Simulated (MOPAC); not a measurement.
System: H₂BO₂, net charge 0, doublet state. SMILES: [B](O)O

Atoms: B1, O2, O3, H4, H5. Bonds: B1-O2, B1-O3, O2-H4, O3-H5.

Bond lengths (Å) and angles (degrees) optimised at AM1 with MOPAC; PM3 with MOPAC; MNDO with MOPAC, each started from the B3LYP-D3(BJ)/def2-TZVP structure (Ansatz) of the last column. A row stands for all coordinates that are equal there. No wavenumbers were computed at MNDO, so these may be saddle points.

```csv
coordinate,AM1,PM3,MNDO,B3LYP-D3(BJ)/def2-TZVP
B1-O2,1.322,1.329,1.329,1.348
O2-H4,0.967,0.950,0.947,0.971
O2-B1-O3,137.7,146.3,137.8,129.9
B1-O2-H4,110.3,120.2,122.3,117.0
```

Mean signed difference of all 4 bond lengths from B3LYP-D3(BJ)/def2-TZVP: AM1 -0.015 Å, PM3 -0.020 Å, MNDO -0.021 Å.
